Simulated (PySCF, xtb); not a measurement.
F3H3OSiZr, SMILES [F][Zr]([F])([F])[O][SiH3], multiplicity 1.

GFN2-xTB in xtb 6.7.1 at its own geometry gives an orbital gap of 4.26 eV and a dipole moment of 1.58 D.

The structure is a stationary point at B3LYP-D3(BJ)/def2-SVP. The multiplicity is an assumed one; no other spin state was optimised. The structure was generated by enumeration; whether it is a known compound was not checked. The def2 effective core potentials stand for the cores of Zr; spin–orbit coupling is left out. One conformer was computed; it need not be the lowest.

Q: What does PySCF with CAM-B3LYP/def2-TZVP give? (Estimate from the structure and the level; the computed values follow.)

A: gap 10.77 eV (levels -10.88 and -0.11 eV), dipole 1.89 D.
